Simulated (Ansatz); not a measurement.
Geometry optimisation, Ansatz, RKS PBE0-D4/def2-SVP.

Input:

```yaml
crystal:
  periodic: [false, false, false]
  atoms:
    - { symbol: B, position_ang: [-0.9793, -0.2507, -1.1127] }
    - { symbol: Cl, position_ang: [1.1692, -0.0793, -1.3559] }
    - { symbol: F, position_ang: [-1.3377, -1.4759, -1.3692] }
    - { symbol: F, position_ang: [-1.5479, 0.781, -1.6695] }
    - { symbol: H, position_ang: [-0.0905, -0.0022, 1.2207] }
    - { symbol: F, position_ang: [-1.0889, -0.0366, 0.5481] }
    - { symbol: H, position_ang: [1.4646, -0.0466, 0.3717] }
    - { symbol: O, position_ang: [1.1229, 0.0923, 1.5854] }
    - { symbol: H, position_ang: [1.2875, 1.018, 1.7814] }
basis:
  gaussian: { orbitals: def2-SVP }
hamiltonian:
  xc: pbe0
  dispersion: d4
relax:
  f_tol: 0.15
  max_steps: 25
  restrain:
    - { distance: [0, 5], at: 2.71, k: 30.0 }
    - { distance: [4, 7], at: 2.27, k: 30.0 }
    - { distance: [6, 1], at: 2.63, k: 30.0 }
    - { distance: [0, 1], at: 1.86, k: 30.0 }
    - { distance: [4, 5], at: 0.88, k: 30.0 }
    - { distance: [6, 7], at: 0.97, k: 30.0 }
```

Command:

```bash
$ ansatz run input.yaml --threads 2 --pin off --max-ram 3072MiB --backend cpu --events-out ev --progress --plain --runs-dir out
```

Question: Where does it end, and by what steps?

Answer: The run converged. The restraints hold the end off the free minimum. After 10 steps the energy has fallen by 0.273 eV (the restraints' own energy left out); H5 moved furthest, 0.63 Å. Parted: B1–F6. Joined: H5–F6, H7–O8.

| step | energy less start (eV) | largest force component (eV/Å) | accepted |
| --- | --- | --- | --- |
| 0 | 0.0000 | 3.506 | yes |
| 1 | -0.2583 | 3.274 | yes |
| 2 | -0.0250 | 7.350 | yes |
| 3 | -0.1036 | 2.428 | yes |
| 4 | -0.0287 | 1.686 | yes |
| 5 | -0.2254 | 1.108 | yes |
| 6 | -0.2627 | 1.248 | yes |
| 7 | -0.2695 | 1.230 | yes |
| 8 | -0.1773 | 2.151 | no |
| 9 | -0.2711 | 1.143 | no |
| 10 | -0.2727 | 1.170 | yes |

```xyz
9
Properties=species:S:1:pos:R:3
B -0.875 -0.275 -1.661
Cl 0.934 -0.055 -1.630
F -1.365 -1.480 -1.575
F -1.632 0.760 -1.890
H -0.637 -0.181 1.473
F -1.387 -0.010 0.980
H 1.810 -0.082 0.848
O 1.572 0.178 1.749
H 1.580 1.144 1.706
```

Whether the end is a true minimum wasn't checked by a vibrational analysis.

Run time: 30 s on 2 threads of Arm Neoverse V1, on a shared host, peak memory 0.23 GiB.
